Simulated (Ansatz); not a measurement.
Input for Ansatz (a quantum-chemistry and plane-wave program): R-wB97M-V/def2-TZVPPD on GeH4 (SMILES [GeH4]) with ghost functions, monomers drawn apart or pushed together. Files ending in .json are basis or fitting sets from the Basis Set Exchange.

Ansatz 0.2 input:
```yaml
crystal:
  periodic: [false, false, false]
  atoms:
    - {symbol: Ge, position_ang: [0.10619029, 0.02771487, 0.00369920]}
    - {symbol: H, position_ang: [-0.24516692, 1.45435130, 0.44958240]}
    - {symbol: H, position_ang: [-1.00348359, -0.93383224, 0.45258827]}
    - {symbol: H, position_ang: [1.43439169, -0.39354651, 0.64888922]}
    - {symbol: H, position_ang: [0.23962156, -0.01694436, -1.52573326]}
basis:
  gaussian:
    orbitals: def2-TZVPPD.json
    ghost_atoms:
      - {symbol: Ge, position_ang: [-0.19122775, -0.04993006, 5.73332867]}
      - {symbol: H, position_ang: [0.21792009, -1.45332247, 5.26381942]}
      - {symbol: H, position_ang: [-1.53301425, 0.32984277, 5.09050210]}
      - {symbol: H, position_ang: [0.88089501, 0.96263722, 5.30564379]}
      - {symbol: H, position_ang: [-0.33119868, -0.03781337, 7.26278466]}
hamiltonian:
  xc: {name: wB97M-V}
scf: {lower_state_search: off}
```

Q: What total energy does the run end on?

A: -2079.2518 hartree.

Q: How many basis functions does it have, and what does it roughly cost on one machine?

A: 244 functions; about 5 core-seconds (a rough figure).
